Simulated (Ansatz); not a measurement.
Compounds of Al with 3 ligands, in which NH2 is traded for OCH3. Quantity: electronic atomisation energy to ground-state atoms, in kcal/mol. Geometries: B3LYP-D3(BJ)/def2-TZVP minima from Ansatz (an electronic-structure program), one conformer each, not searched for the lowest. Valence correlation only, unless marked. Open shells are spin-unrestricted. No spin-orbit coupling. Non-relativistic. CBS marks a two-point X^-3 extrapolation of the correlation energy; Hartree-Fock from the larger set. The first level has limits of its own: it lacks core correlation, which all-electron functionals hold.

| n(OCH3) | species (SMILES) | CCSD(T)/CBS(cc-pV(T+d)Z,cc-pV(Q+d)Z) (Ansatz) | PBE/def2-TZVPD (Ansatz) | r2SCAN-D4/def2-TZVPD (Ansatz + dftd4) |
|---|---|---|---|---|
| 0 | [NH2][Al]([NH2])[NH2] | 829.8 | 836.5 | 820.8 |
| 1 | C[O][Al]([NH2])[NH2] | 1056.7 | 1065.5 | 1050.4 |
| 2 | C[O][Al]([NH2])[O]C | ? | ? | ? |
| 3 | C[O][Al]([O]C)[O]C | 1509.3 | 1522.1 | 1508.2 |

Fit a straight line through the known rows at each level by least squares, predict the withheld row (n(OCH3) = 2), and compare with the run.


- The known rows have mean n(OCH3) = 1.33333 and Σ(n(OCH3) - mean)² = 4.6667.
- CCSD(T)/CBS(cc-pV(T+d)Z,cc-pV(Q+d)Z): mean 1131.933, Σ(n(OCH3) - mean)(y - mean) = 1056.867, slope 226.470 kcal/mol a step; the line gives 1131.933 + (226.470)×(2 - 1.33333) = 1282.9; the run gives 1283.0, +0.1 from the line, whose largest residual on the known rows is 0.3.
- PBE/def2-TZVPD: mean 1141.367, Σ(n(OCH3) - mean)(y - mean) = 1066.333, slope 228.498 kcal/mol a step; the line gives 1141.367 + (228.498)×(2 - 1.33333) = 1293.7; the run gives 1293.7, +0.0 from the line, whose largest residual on the known rows is 0.3.
- r2SCAN-D4/def2-TZVPD: mean 1126.467, Σ(n(OCH3) - mean)(y - mean) = 1069.133, slope 229.098 kcal/mol a step; the line gives 1126.467 + (229.098)×(2 - 1.33333) = 1279.2; the run gives 1279.2, +0.0 from the line, whose largest residual on the known rows is 0.3.
- PBE minus the first level along the series: +6.7, +8.8, +10.7, +12.8 kcal/mol.
